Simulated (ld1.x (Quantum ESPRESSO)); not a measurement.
S (Z = 16): ultrasoft pseudisation with PBE, non-relativistic reference atom.

| Property | Result |
| --- | --- |
| Element | S |
| Generator | ld1.x (Quantum ESPRESSO) 7.5 |
| Type | ultrasoft |
| Functional | PBE |
| Relativity | non-relativistic |
| Frozen core | [Ne] |
| Valence charge | 6 |
| Reference configuration | 3s2 3p4 |
| Partial waves | 3s (bound): rcut 1.35, rcutus 1.65 bohr; 3s channel at 2.05 Ry: rcut 1.35, rcutus 1.65 bohr; 3p (bound): rcut 0.90, rcutus 1.20 bohr; 3p channel at 3.5 Ry: rcut 0.90, rcutus 1.20 bohr |
| Local potential | all-electron potential smoothed inside 1.15 bohr (lloc = -1) |
| Core correction | Bessel-smoothed model core inside 0.85 bohr |
| Augmentation charge | built from norm-conserving waves at rcut, not smoothed further |

Poles of the logarithmic derivatives, all-electron (AE) and pseudo (PS). s: poles at 1.6 (AE) and 1.6 (PS) Ry. p: poles at 2.8 (AE) and 2.8 (PS) Ry. Test radius 1.79 bohr.

* Cutoffs needed: 30 Ry and 45 Ry (the cutoffs (Ry, on a coarse ladder) from which the occupation-weighted sum of valence levels, in a spherical-Bessel basis at the reference potential, stays within 10 and 1 mRy of its value at 400 Ry)
* Ghost test: no extra level below or beside the all-electron valence levels (s, p, d, f tested) (spherical-Bessel basis up to 400 Ry, 20 bohr box)
* Largest excitation error: -40 meV (all-electron minus pseudo) for 3s2 3p0, out of 7 test configurations
* Lowest eigenvalue of the overlap operator: 0.40 (s channel)
